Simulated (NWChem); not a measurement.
System: SiNH₃S, singlet; SMILES S[Si]N

NWChem input:

```
start job
memory heap 200 mb stack 900 mb global 1100 mb
geometry units angstroms noautoz
  Si    -0.702523    -0.630221     0.000000
  N      0.765922    -1.524117     0.000000
  H      0.743268    -2.538539     0.000000
  H      1.717504    -1.167223     0.000000
  S      0.194105     1.348663     0.000000
  H     -0.990764     1.994519     0.000000
end
basis spherical
  * library def2-svpd
end
dft
  xc bhlyp
  iterations 150
end
tddft
  cis
  nroots 8
  notriplet
end
task tddft energy
```

Low-valent species are run as closed-shell singlets; no triplet was tried in these runs. Structure relaxed at the PBE0/def2-SVP level.

Vertical excitations in the gas phase.

Question: Give the results of this calculation. (BHandHLYP/def2-SVPD, TDA.) Quantities: lowest excitation, singlet (eV); oscillator strength of that lowest state; lowest state with f > 0.02, singlet (eV); oscillator strength of that bright state; orbital gap (eV).

Answer: 
```
Item                                      Value
----------------------------------------  -----
lowest excitation, singlet (eV)            4.63
oscillator strength of that lowest state  0.059
lowest state with f > 0.02, singlet (eV)   4.63
oscillator strength of that bright state  0.059
orbital gap (eV)                           7.25
```
